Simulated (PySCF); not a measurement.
An unknown is described by computed data only.

Formula: CHF3O3S.

- Rotational structure: rotational constants A, B, C: 2.673, 1.565, 1.547 GHz [GFN2-xTB]
- XPS: S2p3/2 175.9, C1s 299.2, O1s 539.2 (×2), O1s 541.2, F1s 695.1 (×3), S1s 2484.8 eV [ΔSCF SCAN, pcX-2 on the ionised atom, pcseg-1 elsewhere, spin-free X2C, 2p3/2 from a spin–orbit splitting computed afterwards within the 2p shell]
- Triplet: lowest triplet excitation (Tamm–Dancoff): 8.11 eV [TDA CAM-B3LYP/def2-SVPD]
- Dipole: 2.76 D [CAM-B3LYP/def2-SVPD]
- UV, first state: lowest singlet excitation: 8.53 eV (145 nm, f = 0.010) [TDDFT CAM-B3LYP/def2-SVPD]
- UV, strongest line: among the 8 lowest singlet transitions: S2 at 8.93 eV (139 nm, f = 0.051) [TDDFT CAM-B3LYP/def2-SVPD]
- Polarisability: 46.3 au [CAM-B3LYP/def2-SVPD]

Gas-phase values; electronic properties from PySCF, density fitting. Levels stand in brackets. Geometry: GFN2-xTB, one conformer, isolated molecule.

Problem. Give a SMILES that accounts for the data.

Solution. Numbering: `[O:1]=[S:2](=[O:3])([OH:4])[C:5]([F:6])([F:7])[F:8]`. The core levels belong to: S2p3/2 175.9 eV, sulfonyl sulfur [S2]; C1s 299.2 eV, CF3 carbon [C5]; O1s 539.2 eV, sulfonyl oxygen [O1/O3]; O1s 541.2 eV, hydroxyl oxygen [O4]; F1s 695.1 eV, fluorine of a CF3 group [F6/F7/F8]; S1s 2484.8 eV, sulfonyl sulfur [S2]. One atom of each topological class was ionised and stands for its class. By its constants the optimised geometry is a nearly prolate symmetric top. Structure: `O=S(=O)(O)C(F)(F)F` (CF3SO3H). The assignments are read from this structure; whether some other isomer fits the data as well wasn't checked.

Conformer computed: `[O:1]=[S:2](=[O:3])([OH:4])[C:5]([F:6])([F:7])[F:8]`: O1–S2–C5–F6 -56°, H–O4–S2–O1 11°.
